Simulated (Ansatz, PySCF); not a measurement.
Gas-phase reaction (SMILES): [CH3][Ge]([CH3])([CH3])[C](F)(F)F + 7 [H][H] (H2) → 4 C (CH4) + 3 F (HF) + [GeH4] (GeH4); energy of full hydrogenation.

Structures are relaxed separately at B3LYP-D3(BJ)/def2-TZVP in Ansatz (an electronic-structure program), one conformer each, not searched for the lowest. Cores are frozen in the correlated levels unless marked. Spin-orbit coupling is left out. Frozen are the shells of the preceding noble gas and the d and f shells that filled before the atom's block. No relativistic terms. CBS(X,Y): correlation extrapolated as X^-3; Hartree-Fock from the larger set. [CCSD(T)-MP2]/basis is that difference in the basis named. Thermal terms are rigid-rotor harmonic-oscillator values from B3LYP-D3(BJ) frequencies (Ansatz or PySCF) at 298.15 K and 1 atm. 1 Eh = 627.5095 kcal/mol.

```csv
species,"E, RI-MP2/CBS(aug-cc-pVTZ,aug-cc-pVQZ)+[CCSD(T)-MP2]/aug-cc-pVTZ (Ansatz) (Eh)","E, PBE0-D4/def2-TZVPD (Ansatz + dftd4) (Eh)",H - E (Eh)
[CH3][Ge]([CH3])([CH3])[C](F)(F)F,-2532.55883,-2533.87874,0.13633
[H][H] (H2),-1.17524,-1.16831,0.01336
C (CH4),-40.46129,-40.47492,0.04840
F (HF),-100.39388,-100.39487,0.01259
[GeH4] (GeH4),-2077.90850,-2079.12012,0.03354
```

Work out ΔE and ΔH at 298.15 K at the first level, then ΔH at the second.


1. ΔE = [4×(-40.46129) + 3×(-100.39388) + (-2077.90850)] - [(-2532.55883) + 7×(-1.17524)] = -0.14979 Eh = -94.0 kcal/mol at RI-MP2/CBS(aug-cc-pVTZ,aug-cc-pVQZ)+[CCSD(T)-MP2]/aug-cc-pVTZ.
2. The terms H - E add up to 0.03506 Eh, so ΔH = (-0.14979 + (0.03506))×627.5095 = -72.0 kcal/mol.
3. At PBE0-D4/def2-TZVPD the same steps give ΔE = -92.6 and ΔH = -70.6 kcal/mol, a shift of +1.4 from the first level.
4. These values are not checked against measurement here, since the tables used lack a sound gas-phase enthalpy of formation for at least one species.
